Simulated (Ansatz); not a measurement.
Input file for Ansatz (an electronic-structure program): R-CCSD(T)/cc-pV(Q+d)Z on OSi (SMILES [O+]#[Si-]). The basis file is the Basis Set Exchange's JSON of that set.

Ansatz 0.2 input:
```yaml
crystal:
  periodic: [false, false, false]
  atoms:
    - {symbol: Si, position_ang: [-0.00918291, -0.01846564, -0.75629276]}
    - {symbol: O, position_ang: [0.00918291, 0.01846564, 0.75629276]}
basis:
  gaussian:
    orbitals: cc-pV_Q+d_Z.json
magnetization: {spin_polarized: false}
correlation: {method: ccsd_t, electrons: outside_noble_gas}
scf: {lower_state_search: off}
```

Task: What total energy does the run end on?

Result: -364.2310 hartree (reference determinant -363.8522, T1 diagnostic 0.025).
